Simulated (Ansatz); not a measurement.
Species: CrF4, net charge 0, triplet state. The spin state was set by rule; other spins were not relaxed. 
Structure (B3LYP-D3(BJ)/def2-TZVP (Ansatz, a program for electronic structure) minimum search):
SMILES: [F][Cr]([F])([F])[F]
```xyz
5

Cr     0.0000     0.0000     0.0000
F      1.5679    -0.3177    -0.6010
F      0.1146     0.6396     1.5806
F     -0.7815     1.1298    -1.0164
F     -0.9009    -1.4517     0.0368
```
Charge 0, spin multiplicity 3.

Parts of the frozen-core correlation energy in def2-TZVPP (Ansatz, hartree). Frozen orbitals: 13; correlated occupied orbitals by spin: 18 and 16; virtual: 157 and 159. Open shells are spin-unrestricted. Spin-orbit coupling is left out. No relativistic terms.

```
term                             value
-------------------------  -----------
reference (HF)             -1441.31944
MP2 opposite-spin             -0.88179
MP2 same-spin                 -0.34691
CCSD correlation              -1.20804
(T)                           -0.05819
T1 diagnostic                    0.031
largest doubles amplitude        0.041
<S^2> of the reference           2.020
```
